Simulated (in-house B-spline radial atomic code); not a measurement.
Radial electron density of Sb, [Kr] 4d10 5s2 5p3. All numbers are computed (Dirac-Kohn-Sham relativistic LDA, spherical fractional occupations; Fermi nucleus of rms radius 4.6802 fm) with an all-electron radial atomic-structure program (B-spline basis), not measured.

Columns: r (bohr), 4πr²n(r) (electrons per bohr), bar.

```
 0.00116    2.181 #
 0.00144    3.167 ##
 0.00179    4.578 ##
 0.00222    6.535 ###
 0.00275    9.214 #####
 0.00342     12.9 #######
 0.00425    17.75 #########
 0.00527    23.85 ############
 0.00655    31.37 ################
 0.00813    39.93 #####################
  0.0101       49 ##########################
  0.0125     57.3 ##############################
  0.0156    63.77 #################################
  0.0193    66.54 ###################################
   0.024    65.32 ##################################
  0.0298    61.32 ################################
   0.037    57.96 ##############################
   0.046    59.48 ###############################
  0.0571    67.69 ###################################
  0.0709    78.81 #########################################
  0.0881    84.38 ############################################
   0.109    78.55 #########################################
   0.136    65.46 ##################################
   0.169    59.02 ###############################
   0.209    64.49 ##################################
    0.26    69.91 ####################################
   0.323     59.4 ###############################
   0.401    37.44 ####################
   0.498    23.08 ############
   0.619     22.9 ############
   0.768       25 #############
   0.954    20.33 ###########
    1.18    12.42 ######
    1.47    6.539 ###
    1.83     3.89 ##
    2.27    2.695 #
    2.82    1.761 #
     3.5   0.9537 
    4.34   0.4067 
     5.4   0.1283 
     6.7  0.02917 
    8.32 0.004344 
    10.3 0.0004046
```

On this grid the curve has 4 maxima, near 0.0193, 0.0881, 0.26, 0.768 bohr.

The 5p3/2 radial function P(r) = rR(r), positive near the nucleus, with its small component Q(r) (sign convention: Q ≈ (P' + κP/r)/2c):

```json
{"r (bohr)": "0.00222", "P": "0.000914", "Q": "-8.599e-05"}
{"r (bohr)": "0.00342", "P": "0.002072", "Q": "-0.000195"}
{"r (bohr)": "0.00527", "P": "0.004622", "Q": "-0.0004355"}
{"r (bohr)": "0.00813", "P": "0.01007", "Q": "-0.0009513"}
{"r (bohr)": "0.0125", "P": "0.02094", "Q": "-0.00199"}
{"r (bohr)": "0.0193", "P": "0.04118", "Q": "-0.003962"}
{"r (bohr)": "0.0298", "P": "0.07317", "Q": "-0.007223"}
{"r (bohr)": "0.046", "P": "0.1096", "Q": "-0.01148"}
{"r (bohr)": "0.0709", "P": "0.1191", "Q": "-0.01463"}
{"r (bohr)": "0.109", "P": "0.04944", "Q": "-0.01262"}
{"r (bohr)": "0.169", "P": "-0.1053", "Q": "-0.003148"}
{"r (bohr)": "0.26", "P": "-0.1771", "Q": "0.006648"}
{"r (bohr)": "0.401", "P": "0.0238", "Q": "0.006112"}
{"r (bohr)": "0.619", "P": "0.2776", "Q": "-0.002018"}
{"r (bohr)": "0.954", "P": "0.1041", "Q": "-0.004451"}
{"r (bohr)": "1.47", "P": "-0.3786", "Q": "-0.0006846"}
{"r (bohr)": "2.27", "P": "-0.6379", "Q": "0.001902"}
{"r (bohr)": "3.5", "P": "-0.4949", "Q": "0.001692"}
{"r (bohr)": "5.4", "P": "-0.2068", "Q": "0.0006714"}
{"r (bohr)": "8.32", "P": "-0.04052", "Q": "0.0001216"}
```
